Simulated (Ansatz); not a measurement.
C$_{3}$H$_{5}$Cl$_{2}$In (`C=C[CH2][In]([Cl])[Cl]`). The species carries charge 0 and has multiplicity 1. In takes the def2 core potential.

Z-matrix (Å, degrees):
```
C
C 1 1.490
In 1 2.142 2 117.5
H 1 1.095 2 111.3 3 -121.4
H 1 1.095 2 111.3 3 121.4
C 2 1.325 1 127.6 3 0.5
H 2 1.091 1 114.3 3 -179.6
Cl 3 2.323 1 130.6 2 -1.0
Cl 3 2.329 1 119.2 2 179.0
H 6 1.087 2 122.6 1 -0.0
H 6 1.084 2 120.9 1 180.0
```

Q: List the harmonic frequencies (cm⁻¹, unscaled) at PBE0-D4/def2-TZVP in Ansatz. (Estimate.)

A: Ansatz gave: 12, 63, 71, 104, 108, 162, 347, 363, 430, 508, 592, 763, 945, 970, 1018, 1040, 1148, 1214, 1328, 1432, 1457, 1726, 3051, 3087, 3124, 3147, 3239.
